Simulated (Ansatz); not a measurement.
Computed with Ansatz on PBE0-D4/def2-TZVP structures; ΔE is electronic, products minus reactants. CBS: MP2 limit from def2 TZ/QZ plus the TZ coupled-cluster correction, frozen cores. DFT in def2-TZVPP. HSE06 is defined as in plane-wave codes. For Se outer-core shells are correlated without core-valence functions, which leaves a few kJ/mol of doubt a bond. Scalar relativity is left out up to krypton. Each species was taken in one conformer, which may not be the lowest.

Reaction (substitution at a C–S bond): `FC(F)(F)S[SiH3]` + H₂Se → `FC(F)(F)[SeH]` + `[SiH3]S`

Task: Is it downhill or uphill in electronic energy at CCSD(T)/CBS, and by how much? (An estimate is asked.)

Result: The calculation gave: Nearly level: ΔE = +0.5 kcal/mol.

Task: What do these levels give: HSE06-D4, ωB97X-V, PBE0, MP2/def2-SVP, SCS-MP2/def2-TZVPP, MP2/CBS(def2)? (Estimate.)

Result: Computed: HSE06-D4 0.6, ωB97X-V 0.8, PBE0 0.1, MP2/def2-SVP 2.5, SCS-MP2/def2-TZVPP -0.2, MP2/CBS(def2) 0.3 kcal/mol.

Task: What do rigid-rotor, harmonic-oscillator terms from PBE0-D4/def2-TZVP frequencies (298.15 K, 1 bar) make of the CCSD(T)/CBS value? (Best estimate.)

Result: Computed: ΔZPE = +0.8 kcal/mol, ΔH = +0.9 kcal/mol, ΔS = 4 J/(mol·K), ΔG = +0.6 kcal/mol. Modes under 50 cm⁻¹ make the entropy rough.

Largest T1 diagnostic among the species: 0.012.

Leaving LDA and LC-ωPBE aside and taking each functional with its dispersion term where it has one, the values, not all of them listed here, spread over 1.0 kcal/mol, from B2PLYP to ωB97M-V. LDA lies +1.5 kcal/mol from PBE without D4. From BLYP to BHLYP (50 % exact exchange), in def2-TZVPP and without D4, ΔE moves by +1.1 kcal/mol.
